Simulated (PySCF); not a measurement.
Species: C₃HO, charge -1, multiplicity 1. It need not be the lowest isomer of its formula. Whether it binds its extra electron was not tested at this geometry. SMILES: [C-]#CC=O
Geometry: optimised at B3LYP-D3(BJ)/def2-TZVP (Ansatz).

Dispersion corrections to the total energy (kcal/mol) from the dftd3 and dftd4 libraries through PySCF: D3(BJ) without and D4 with the three-body term, each with the damping fitted for the functional named.

```
functional  D3(BJ)     D4
----------  ------  -----
TPSSh        -2.12  -2.65
BP86         -2.92    ___
CAM-B3LYP    -1.40  -1.79
HSE06        -1.16  -1.65
PBE          -1.86    ___
r2SCAN       -0.48  -0.52
PW6B95       -0.89    ___
```

Fill in the missing entries.


- BP86, D4: -2.82
- PBE, D4: -2.16
- PW6B95, D4: -1.94
